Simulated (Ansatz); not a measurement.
Geometry optimisation, Ansatz, RKS PBE0-D4/def2-SVP.

The input (input.yaml):

```yaml
crystal:
  periodic: [false, false, false]
  atoms:
    - { symbol: Sn, position_ang: [-0.612368, 0.043244, -0.442934] }
    - { symbol: Cl, position_ang: [0.652807, -1.09798, 2.753298] }
    - { symbol: O, position_ang: [1.250836, 0.39427, -0.001872] }
    - { symbol: H, position_ang: [1.488636, -0.070137, 0.813644] }
    - { symbol: O, position_ang: [-0.960326, 1.34383, -1.86071] }
    - { symbol: H, position_ang: [-1.903177, 1.510602, -1.98873] }
    - { symbol: Cl, position_ang: [-0.930627, -2.133644, -1.218562] }
    - { symbol: Br, position_ang: [-2.448638, 0.388482, 1.317318] }
    - { symbol: H, position_ang: [-0.677044, -1.093666, 2.812349] }
basis:
  gaussian: { orbitals: def2-SVP }
hamiltonian:
  xc: pbe0
  dispersion: d4
relax:
  f_tol: 0.03
  max_steps: 50
output:
  orbitals: {}
```

Command:

```bash
$ ansatz run input.yaml --threads 4 --pin off --max-ram 5120MiB --backend cpu --events-out ev --progress --plain --runs-dir out
```

Problem. Where does it end, and by what steps?

Solution. It converged. The force dipped under the threshold on the way, but the program's further checks kept it going. After 18 steps the energy has fallen by 0.143 eV; H6 moved furthest, 0.51 Å.

| step | energy less start (eV) | largest force component (eV/Å) | accepted |
| --- | --- | --- | --- |
| 0 | 0.0000 | 1.042 | yes |
| 1 | -0.0707 | 1.163 | yes |
| 2 | -0.1036 | 0.803 | yes |
| 3 | -0.0780 | 1.357 | no |
| 4 | -0.1295 | 0.248 | yes |
| 5 | -0.1355 | 0.279 | yes |
| 6 | -0.1374 | 0.183 | yes |
| 7 | -0.1403 | 0.022 | yes |
| 8 | -0.1399 | 0.327 | no |
| 9 | -0.1410 | 0.074 | yes |
| 10 | -0.1406 | 0.284 | no |
| 11 | -0.1415 | 0.036 | yes |
| 12 | -0.1418 | 0.129 | yes |
| 13 | -0.1422 | 0.042 | yes |
| 14 | -0.1425 | 0.008 | yes |
| 15 | -0.1423 | 0.149 | no |
| 16 | -0.1427 | 0.029 | yes |
| 17 | -0.1425 | 0.106 | no |
| 18 | -0.1427 | 0.023 | yes |

```xyz
9
Properties=species:S:1:pos:R:3
Sn -0.688 0.134 -0.438
Cl 0.681 -1.478 2.768
O 1.141 0.469 0.142
H 1.338 -0.047 0.941
O -1.052 1.468 -1.820
H -1.792 1.213 -2.386
Cl -1.023 -2.006 -1.298
Br -2.282 0.397 1.466
H -0.462 -0.865 2.808
```

Whether the end is a true minimum wasn't checked by a vibrational analysis.

Time of the run: 71 s on 4 threads of Arm Neoverse V1, with other jobs on the host, peak memory 0.45 GiB.
